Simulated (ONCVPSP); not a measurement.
## cerium: one change to an ONCV potential, before and after

- Element: Ce
- Generator: ONCVPSP 4.0.1
- Type: optimised norm-conserving Vanderbilt (ONCV)
- Functional: LDA (Perdew-Zunger)
- Relativity: scalar-relativistic
- Frozen core: [Kr] 4d10 4f1
- Valence charge: 11
- Reference configuration: 5s2 5p6 (charge +3)
- Partial waves: 5s: rc 2.35 bohr, ncon 4, nbas 7, qcut 5 1/bohr, 2 projectors, debl 3.5 Ha; 5p: rc 2.00 bohr, ncon 4, nbas 8, qcut 3.3 1/bohr, 1 projector; d scattering state at 0.41 Ha: rc 2.00 bohr, ncon 4, nbas 7, qcut 4.5 1/bohr, local
- Local potential: the d channel
- Core correction: none

In the s channel the program set the typed energies aside and used -2.348, 0.050 Ha. In the d channel the program set the typed energies aside and used 0.050 Ha.

Change: s: qcut 3.7; p: qcut 2.5; d: qcut 3.4.

Cutoffs: the cutoffs (Ha) at which the residual kinetic energy of the hardest occupied pseudo-wave falls to 1 and 0.1 mHa per electron; they do not see the model core or the augmentation charge, which bear on the density cutoff. Errors are all-electron minus pseudo energies relative to the spin-unpolarised reference configuration.

Task: What does the change do?

Result: The potential gets softer (27 Ha and 50 Ha → 15 Ha and 46 Ha); the errors of the 4 common tests hardly move; the range in which the s phases agree narrows (upper end 3.6 → 2.4); neither file shows a bound ghost.

| quantity | base | changed |
| --- | --- | --- |
| cutoff, loose | 27 Ha | 15 Ha |
| cutoff, tight | 50 Ha | 46 Ha |
| loose cutoff by channel | s 9.1 Ha, p 27 Ha | s 7.1 Ha, p 15 Ha |
| bound ghosts | none | none |
| GHOST(+) flags under 300 eV | none | none |
| error for 5s2 5p6 5d1 6s2, meV [ΔE -36.96 eV] | +168 | +167 |
| error for 5s2 5p6 5d1 6s1, meV [ΔE -30.68 eV] | +161 | +152 |
| error for 5s2 5p6 5d1, meV [ΔE -19.34 eV] | +154 | +131 |
| error for 5s2 5p6 5d2, meV [ΔE -30.44 eV] | +263 | +224 |
| s: phases at 2.39 bohr within 0.05 rad from the reference energy up to (Ha; the scan ends near 5) | 3.6 | 2.4 |
| p: phases at 2.03 bohr within 0.05 rad from the reference energy up to (Ha; the scan ends near 5) | -0.1 | 0.0 |
| d: phases at 2.03 bohr within 0.05 rad from the reference energy up to (Ha; the scan ends near 5) | 2.3 | 2.5 |
